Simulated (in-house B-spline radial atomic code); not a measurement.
A calculation on Pb4+: its settings, and results tabulated from the run. Computed with a radial B-spline atomic code at the basis-set limit: Dirac-Kohn-Sham BP86, spherical fractional occupations, Fermi nucleus of rms radius 5.5012 fm.

Command:
```bash
python run_scf.py task.json out
```
Settings (nuclear radius in fm, mass in u):
```
Z                82
configuration    [Xe] 4f14 5d10
hamiltonian      dirac
method           b88,p86
spin_polarised   False
nucleus          fermi
rms_radius       5.5012
atomic_mass      207.97665
speed_of_light   137.035999084
```

Output (hartree, bohr):
```
 radial grid: 69 intervals, B-splines of order 8, outer radius 30.8511 bohr

 iter        energy (Eh)    residual
    1      -20918.529458    8.65e-01
    2      -20920.716016    1.88e-01
    3      -20921.412510    3.92e-02
    4      -20921.455965    1.17e-02
    5      -20921.458837    6.02e-03
    6      -20921.459611    1.26e-03
    7      -20921.459632    5.95e-04
    8      -20921.459642    1.64e-05
    9      -20921.459642    1.51e-06
   10      -20921.459642    2.25e-08

 total energy                    -20921.45964
 kinetic                           24327.2128
 electron-nucleus                 -52809.4340
 Hartree                            7952.1025
 exchange-correlation               -391.3410

 first-order corrections (not in the total)
   Gaunt                            27.7276
   retardation                      -2.9418
   frequency dependence             -0.5567
   self-energy                      20.9987
   Uehling                          -4.4590
   Wichmann-Kroll                    0.2051
   recoil                            0.0329

 orbital      occ     eigenvalue          <r>       <r^2>       <1/r>       <r^4>       r_max    small
 1s1/2      2.000     -3232.8182    0.0160567 0.000357531     101.251 3.53945e-07    0.009845  9.78e-02
 2s1/2      2.000      -579.0120    0.0669176  0.00536594      25.044 5.07159e-05     0.05738  2.26e-02
 2p1/2      2.000      -556.3836    0.0548705  0.00377393     25.0108 2.98623e-05     0.04198  2.27e-02
 2p3/2      4.000      -475.9002    0.0637901  0.00495567     19.9671 4.81875e-05     0.04969  1.99e-02
 3s1/2      2.000      -140.1421      0.17398   0.0347699     9.18501  0.00183081      0.1615  7.59e-03
 3p1/2      2.000      -129.8634     0.164412   0.0315802     9.09972  0.00158467      0.1504  7.54e-03
 3p3/2      4.000      -111.9081     0.180686   0.0379159     7.78089  0.00225245       0.166  6.75e-03
 3d3/2      4.000       -94.9041     0.156963   0.0289204     7.68044  0.00147662      0.1289  6.64e-03
 3d5/2      6.000       -91.0832     0.161894   0.0306368     7.38678  0.00163972      0.1331  6.42e-03
 4s1/2      2.000       -32.9053     0.384149    0.166732     3.90109   0.0401039      0.3628  2.61e-03
 4p1/2      2.000       -28.4445     0.385281    0.169061     3.79251   0.0422713      0.3603  2.52e-03
 4p3/2      4.000       -24.0491     0.419778    0.200302     3.33634   0.0591698      0.3919  2.21e-03
 4d3/2      4.000       -16.7569     0.424528    0.208226     3.13933   0.0683205      0.3832  2.01e-03
 4d5/2      6.000       -15.9364     0.435601    0.219015     3.03636   0.0754982      0.3928  1.93e-03
 5s1/2      2.000        -6.8003     0.853887    0.817054     1.62026    0.959139      0.7898  7.03e-04
 5p1/2      2.000        -5.2754     0.911406    0.936194     1.49847     1.29335      0.8279  6.17e-04
 5p3/2      4.000        -4.4510      1.00139     1.13016     1.33165      1.8908      0.9049  5.21e-04
 4f5/2      6.000        -6.4999     0.450667     0.24327     2.69629     0.11572      0.3476  1.57e-03
 4f7/2      8.000        -6.3149     0.456975    0.250086     2.65682    0.122356      0.3521  1.54e-03
 5d3/2      4.000        -2.3282      1.23699     1.75678      1.0576     4.98105        1.05  3.41e-04
 5d5/2      6.000        -2.2280      1.27565     1.86809      1.0212     5.63303       1.081  3.21e-04
```

Cost of the run: 2.4 s on 1 thread of Arm Neoverse V1 (shared host).

For the Dirac Hamiltonian the kinetic term is c α·p + (β - 1)c².
